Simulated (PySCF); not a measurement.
**State search for PbS**

Unrestricted PBE0; Pb def2-TZVPP with ECP60, S def2-TZVPP; scalar-relativistic core potentials (PySCF 2.14). Outer shells of the fragments: Pb 5d10 6s2 6p2; S 3s2 3p4.

Followed along the bond (rough minima from three points):

```csv
2Ms+1,unpaired,⟨S²⟩ at the start,R at minimum (Å),Te (eV)
1,none,0.00,2.28,0.00
3,π ↑↑,2.01,none in the scan,≤ 1.96
5,"σ ↑, π ↑↑↑",6.01,none in the scan,≤ 4.84
```

Solutions found at the starting distance of 2.380 Å, counted from the lowest of them; the search is not exhaustive and high or unbound solutions are not listed, so other states can lie among these:

```tsv
2Ms+1	unpaired	term	E (eV)	⟨S²⟩	⟨Lz²⟩	μ (D)
1	none	¹Σ⁺	0.00	0.00	0.00	-4.66
3	π ↑↑	mixed	2.03	2.01	2.01	-1.70
3	π ↑↑	mixed	2.28	2.01	2.01	-1.86
1	π ↑↓	mixed	2.32	1.01	2.02	-1.92
3	σ ↑, π ↑	³Π	2.63	2.01	1.01	-3.14
1	σ ↓, π ↑	mixed	2.78	1.01	1.01	-3.13
3	σ ↑, π ↑	³Π	4.89	2.01	1.02	-0.52
1	σ ↓, π ↑	mixed	5.03	1.01	1.02	-0.42
3	σ ↑↑	³Σ⁺	5.10	2.00	0.00	-1.51
5	σ ↑, π ↑↑↑	⁵Π	5.13	6.01	1.01	0.90
```

A term symbol is given only where ⟨S²⟩ and ⟨Lz²⟩ are close to those of a pure state; real π, δ and φ orbitals otherwise mix terms. A positive dipole means Pb(−)S(+).

The measured ground state is X ¹Σ+ (Huber and Herzberg, Constants of Diatomic Molecules (1979)).

These are scalar-relativistic numbers at best; spin–orbit coupling would shift them, the dissociation energy most. Counting both spins, an empty level lies below a filled one in some of these solutions, because spin and occupation are held.
